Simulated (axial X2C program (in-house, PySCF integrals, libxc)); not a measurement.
ZnB: bond constants with and without spin–orbit coupling

All values were computed with an in-house all-electron X2C program for linear molecules (integrals from PySCF). Spin-free means the one-electron spin-free X2C Hamiltonian; two-component (2c) means X2C with spin–orbit coupling and atomic mean-field two-electron Coulomb and Gaunt terms, so the difference of the two also holds small scalar two-electron terms. Basis: Zn dyall-cv3z [9s10p6d3f2g], B dyall-v3z [7s6p2d1f] (cores contracted in-house); Gaussian nuclei, density fitting, unrestricted open shells. Masses: Zn 63.929 u, B 11.009 u.

State, spin-free: M_S = 1/2, Λ = 1 (beyond evenly filled blocks: π+α); electrons by block: σα: 9, σβ: 9, π+α: 4, π+β: 3, π-α: 3, π-β: 3, δ+α: 1, δ+β: 1, δ-α: 1, δ-β: 1. Fragments: Zn + B.

State, 2c: Ω = 1/2 (⟨Sz⟩ = -0.50, ⟨Lz⟩ = 1.00 at PBE0); electrons by block: 1/2: 13, -1/2: 12, 3/2: 4, -3/2: 4, 5/2: 1, -5/2: 1. Fragments: Zn + B.

```json
{"Hamiltonian": "spin-free", "level": "PBE0", "Re (Å)": "2.209", "ωe (cm⁻¹)": "326.1", "αe (cm⁻¹)": "0.00694", "De (eV)": "0.475", "k (mdyn/Å)": "0.588", "μ (D)": "-1.84"}
{"Hamiltonian": "spin-free", "level": "MP2", "Re (Å)": "2.170", "ωe (cm⁻¹)": "318.4", "αe (cm⁻¹)": "n/a", "De (eV)": "0.303", "k (mdyn/Å)": "0.561", "μ (D)": "n/a"}
{"Hamiltonian": "spin-free", "level": "LDA", "Re (Å)": "2.089", "ωe (cm⁻¹)": "410.3", "αe (cm⁻¹)": "0.00594", "De (eV)": "1.03", "k (mdyn/Å)": "0.932", "μ (D)": "-1.60"}
{"Hamiltonian": "2c", "level": "PBE0", "Re (Å)": "2.207", "ωe (cm⁻¹)": "327.3", "αe (cm⁻¹)": "0.00693", "De (eV)": "0.479", "k (mdyn/Å)": "0.593", "μ (D)": "-1.84"}
{"Hamiltonian": "2c", "level": "LDA", "Re (Å)": "2.087", "ωe (cm⁻¹)": "411.6", "αe (cm⁻¹)": "0.00594", "De (eV)": "1.04", "k (mdyn/Å)": "0.937", "μ (D)": "-1.60"}
```

Correlated methods: 15 electrons correlated (number of frozen shells: Zn 3 s, 2 p; B 1 s), 225 virtual spin orbitals or spinors in MP2.

Dipoles are positive if B is the positive end.

One determinant describes the state; a PBE0 search over occupations chose it and may have missed a lower one. Dissociation energies refer to the lowest single-determinant-based atoms at the same level and basis. Density functionals use the spin component along the axis (collinear). The 2c atoms are single determinants rather than J levels; their spin–orbit lowering is only partly caught, and De is too large by that part. This holds for PBE0, LDA. The functionals have no current-density term, which raises determinants with orbital currents, atoms included. The atomic limit has a lower orbital projection than the molecule and lies lower at mean-field level, so De may be about a tenth of an eV too small.

No reliable constants came from HF (2c), HF (spin-free), MP2 (2c): no minimum in range, unconverged points, a curve that is not smooth, a change of character along it, or the two Hamiltonians disagreeing along it.

Rough cost a point (2c) on 1 thread(s) of a shared host, integrals apart: PBE0 1.1 s, LDA 0.4 s.
